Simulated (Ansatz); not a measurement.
`FC(F)=NP` + H₂Te → `P[TeH]` + `N=C(F)F` at 400 K and 1 bar (ligand exchange at a P–N bond).

Gas-phase electronic energies from Ansatz, PBE0-D4/def2-TZVP geometries. CCSD(T)/CBS adds triple-zeta CCSD(T) − MP2 to the extrapolated MP2 energy (def2 sets, frozen cores). Elements past krypton have def2 core potentials. For Te outer-core shells are correlated without core-valence functions, which leaves a few kJ/mol of doubt a bond. One conformer a species, not always the lowest.

```csv
species,CCSD(T)/CBS energy (Eh),H − E (kJ/mol),S (J/(mol·K))
`FC(F)=NP`,-634.44314,115.4,340.8
H₂Te,-268.91024,45.0,239.1
`P[TeH]`,-610.46278,84.0,308.8
`N=C(F)F`,-292.91376,86.3,283.3
```

H − E and S are ideal-gas, rigid-rotor, harmonic terms from PBE0-D4/def2-TZVP, for one conformer and one mirror image of each species. 1 Eh = 2625.50 kJ/mol, R = 8.31446 J/(mol·K).

Q: By hand: ΔE, ΔH, ΔS and ΔG.

A: ΔE = (-610.46278) + (-292.91376) − (-634.44314) − (-268.91024) = -0.02316 Eh = -60.8 kJ/mol. Δ(H − E) = 84.0 + 86.3 − 115.4 − 45.0 = 9.9, so ΔH = -50.9 kJ/mol. ΔS = 308.8 + 283.3 − 340.8 − 239.1 = 12.2 J/(mol·K). ΔG = -50.9 − 400 × (12.2)/1000 = -55.8 kJ/mol.

Q: By hand: the equilibrium constant, and the temperature at which ΔG would vanish if ΔH and ΔS stayed fixed.

A: log₁₀ K = −ΔG/(RT ln 10) = 7.3. ΔH and −TΔS have one sign here, so there is no such temperature.

The number of gas molecules stays the same, so ΔS is small and ΔH decides. A doubt of 5 kJ/mol in ΔE shifts log₁₀ K by 0.7 here. Other conformers and mirror images would add mixing entropy, several J/(mol·K) or more a flexible species. These are equilibria of isolated gas molecules and say nothing of rates. Largest T1 diagnostic: 0.014 (customary marks: 0.02 for closed shells, 0.045 for open ones).

ΔS is within the doubt of such terms, so its sign, and with it that verdict, could turn.
